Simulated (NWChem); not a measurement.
# SiBr₄; SMILES Br[Si](Br)(Br)Br

Results from NWChem. Pople sets run with spherical d functions. Geometry: optimised at PBE0/def2-SVP.

Q: Order these runs by computing time, cheapest first, and give rough ratios: B3LYP/STO-3G; B3LYP/aug-cc-pVTZ; B3LYP/def2-TZVP; B3LYP/def2-SVP.

A: B3LYP/STO-3G (1), B3LYP/def2-SVP (3), B3LYP/def2-TZVP (10), B3LYP/aug-cc-pVTZ (200). Ratios are rough, from one shared machine; the cheapest took around 10 core-seconds (rough). What differs between the cheapest and the dearest: highest occupied level (eV) -5.69 → -8.44; orbital gap (eV) 6.95 → 6.32.
